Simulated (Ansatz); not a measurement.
C2H5FGa, SMILES `[CH2][Ga]([CH3])[F]` radical. Charge 0, multiplicity 2.

Z-matrix (Å, degrees):
```
C
Ga 1 1.948
H 1 1.092 2 109.6
H 1 1.092 2 109.5 3 -117.7
H 1 1.090 2 112.2 3 121.2
F 2 1.771 1 114.1 3 57.0
C 2 1.925 1 133.8 3 -123.0
H 7 1.086 2 123.8 1 0.1
H 7 1.086 2 121.8 1 -179.9
```

Q: List the harmonic frequencies (cm⁻¹, unscaled) at PBE0-D4/def2-TZVP in Ansatz. (Estimate.)

A: The calculation gave: 35, 141, 169, 183, 206, 569, 603, 651, 657, 674, 706, 764, 1231, 1376, 1447, 1447, 3060, 3137, 3143, 3159, 3239.

Q: Is this a minimum?

A: Yes, all 21 modes are real.

Q: Give the ideal-gas thermochemistry at 298.15 K and 1 bar (rigid rotor, harmonic oscillator; point group Cs, symmetry number 1).

A: Zero-point energy 159.1 kJ/mol; H(298) − E = 180.1 kJ/mol; entropy 356.1 J/(mol·K), of which translation 168.3, rotation 107.7, vibration 74.3, electronic 5.8; G(298) − E = 74.0 kJ/mol. Modes under 100 cm⁻¹ are hindered rotations or soft bends, so the harmonic entropy is rough.

Q: And at 400, 500, 600, 800 and 1000 K?

A: 
| T (K) | H − E (kJ/mol) | S (J/mol/K) | G − E (kJ/mol) |
| --- | --- | --- | --- |
| 400 | 191.3 | 388.1 | 36.0 |
| 500 | 203.6 | 415.5 | -4.2 |
| 600 | 216.9 | 439.7 | -47.0 |
| 800 | 245.8 | 481.3 | -139.2 |
| 1000 | 277.2 | 516.3 | -239.1 |

Q: Rotational constants (cm⁻¹)?

A: 0.2087, 0.163, 0.09309.
